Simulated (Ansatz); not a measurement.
Program: Ansatz. Geometries: PBE0-D4/def2-TZVP. ΔE: electronic, gas phase. CBS: MP2 limit from def2 TZ/QZ plus the TZ coupled-cluster correction, frozen cores. Functionals use def2-TZVPP. For Ge outer-core shells are correlated without core-valence functions, which leaves a few kJ/mol of doubt a bond. Scalar relativity is left out up to krypton. One conformer a species, not always the lowest.

Consider the redistribution: `CS[SiH](O)O` + `Cl[CH2][GeH3]` → `O[SiH](O)CCl` + `C[S][GeH3]`.

`CS[SiH](O)O`:

Cartesian coordinates in Å:
```
C -0.643 -1.842 -0.027
S -0.252 -0.565 1.206
Si 0.539 0.913 -0.100
O 1.197 2.074 0.850
O -0.566 1.608 -1.078
H -0.946 -2.732 0.523
H -1.461 -1.524 -0.671
H 0.232 -2.082 -0.632
H 1.499 0.284 -1.034
H 1.692 1.791 1.620
H -1.291 2.075 -0.657
```

`Cl[CH2][GeH3]`:

Z-matrix (Å, degrees):
```
C
Ge 1 1.966
Cl 1 1.781 2 110.6
H 1 1.089 2 111.1 3 -119.4
H 1 1.089 2 111.1 3 119.4
H 2 1.534 1 109.0 3 60.1
H 2 1.540 1 108.8 3 179.9
H 2 1.534 1 109.0 3 -60.3
```

`O[SiH](O)CCl`:

```xyz
10

O    -1.016    0.651    1.286
Si    0.071    0.699    0.060
O     1.522    1.105    0.694
C     0.128   -0.991   -0.760
Cl   -1.544   -1.396   -1.269
H    -1.841    0.194    1.107
H    -0.249    1.713   -0.968
H     1.713    0.815    1.587
H     0.461   -1.780   -0.084
H     0.754   -1.010   -1.653
```

`C[S][GeH3]`:

Cartesian coordinates in Å:
```
C 0.368 0.652 1.360
S -1.088 0.745 0.283
Ge -0.419 -0.609 -1.333
H 0.536 -0.366 1.714
H 0.164 1.291 2.219
H 1.261 1.021 0.853
H -1.555 -0.657 -2.362
H -0.141 -2.011 -0.762
H 0.873 -0.066 -1.972
```

```json
{"species": "`CS[SiH](O)O`", "B2PLYP energy (Eh)": "-879.71184"}
{"species": "`Cl[CH2][GeH3]`", "B2PLYP energy (Eh)": "-2577.79194"}
{"species": "`O[SiH](O)CCl`", "B2PLYP energy (Eh)": "-941.09465"}
{"species": "`C[S][GeH3]`", "B2PLYP energy (Eh)": "-2516.40833"}
```

(1) Work out ΔE.

Largest T1 diagnostic among the species: 0.011.

Answers

(1) ΔE = (-941.09465) + (-2516.40833) − (-879.71184) − (-2577.79194) = 0.00080 Eh = +2.1 kJ/mol. CCSD(T)/CBS gives +4.6 kJ/mol.

In def2-TZVPP, CCSD(T) changes the Hartree–Fock value by +7.3 kJ/mol (the triples alone add +0.9 kJ/mol) and MP2 by +9.4 kJ/mol.
